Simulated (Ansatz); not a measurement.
Species: dichloro(ethynyl)borane, C₂HBCl₂, charge 0, multiplicity 1. 
Geometry from a B3LYP-D3(BJ)/def2-TZVP (Ansatz, an electronic-structure program) optimisation:
SMILES: C(B(Cl)Cl)#C
```xyz
6

C      2.6767    -0.4806    -0.2009
C      1.4936    -0.2681    -0.1121
B      0.0176    -0.0032    -0.0013
Cl    -0.6291     1.5711    -0.4144
Cl    -1.0668    -1.2666     0.5418
H      3.7210    -0.6680    -0.2793
```
Charge 0, spin multiplicity 1.

Total electronic energies in hartree. Cores are frozen in the correlated levels unless marked. Spin-orbit coupling is left out. No relativistic terms. CBS(X,Y): correlation extrapolated as X^-3; Hartree-Fock from the larger set (for Q and 5 zeta extrapolated as (X+1)exp(-9√X)).

| level | program | energy (Eh) |
|---|---|---|
| PBE-D4/def2-TZVPD | Ansatz + dftd4 | … |
| BLYP/def2-TZVPD | Ansatz | … |
| PBE0/STO-3G | Ansatz | -1010.41617 |
| BHLYP/def2-TZVPD | Ansatz | -1022.09256 |
| MP2/STO-3G | Ansatz | -1009.12653 |
| SCS-MP2/cc-pV(Q+d)Z | Ansatz | -1020.94200 |
| CCSD/6-31G* | Ansatz | -1020.61475 |
| CCSD(T)/cc-pwCVTZ | Ansatz | -1020.96633 |
| CCSD(T)/CBS(cc-pV(Q+d)Z,cc-pV(5+d)Z) | Ansatz | -1021.0697 |

Task: Some entries are withheld; supply them.

Result: 
- PBE-D4/def2-TZVPD, energy (Eh): -1021.64287
- BLYP/def2-TZVPD, energy (Eh): -1022.11264
